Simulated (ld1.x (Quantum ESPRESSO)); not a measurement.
**Configuration tests for platinum (Pt) (TM semilocal)**

```
Element                 : platinum (Pt)
Generator               : ld1.x (Quantum ESPRESSO) 7.5
Type                    : norm-conserving Troullier–Martins (semilocal form)
Functional              : PBE
Relativity              : scalar-relativistic
Frozen core             : [Kr] 4d10 4f14
Valence charge          : 18
Reference configuration : 5s2 5p6 5d9 6s1 6p0
Partial waves           : 5s (bound): rc 0.90 bohr; 5p (bound): rc 1.35 bohr; 5d (bound): rc 1.70 bohr
Local potential         : the d channel
Core correction         : none
```

Occupied shells without a wave of their own: 6s. They enter only through the test configuration that unscreens the potential.

Energies are relative to the spin-unpolarised reference configuration 5s2 5p6 5d9 6s1 6p0; without spin polarisation the order of configurations can differ from experiment.

Q: Give the all-electron excitation energy and the error of the potential for: 5s2 5p6 5d9 6s0 6p0; 5s2 5p6 5d8 6s0 6p0; 5s2 5p6 5d7 6s0 6p0; 5s2 5p6 5d9 6s0.5 6p0; 5s2 5p6 5d8 6s1 6p0; 5s2 5p6 5d8 6s1 6p1; 5s2 5p6 5d9.5 6s0.5 6p0.

A:

```
  valence configuration  charge  ΔE all-electron (eV)  error AE − PS (meV)
    5s2 5p6 5d9 6s0 6p0      +1                 9.194                 -157
    5s2 5p6 5d8 6s0 6p0      +2                29.160                 -216
    5s2 5p6 5d7 6s0 6p0      +3                61.376                 -285
  5s2 5p6 5d9 6s0.5 6p0    +0.5                 3.694                  -70
    5s2 5p6 5d8 6s1 6p0      +1                11.167                 -2.5
    5s2 5p6 5d8 6s1 6p1       0                 6.568                  +57
5s2 5p6 5d9.5 6s0.5 6p0       0                -0.123                  -59
```

The 6s level has no wave, so the channel is fitted at the deeper level alone: the likely source of the large errors.
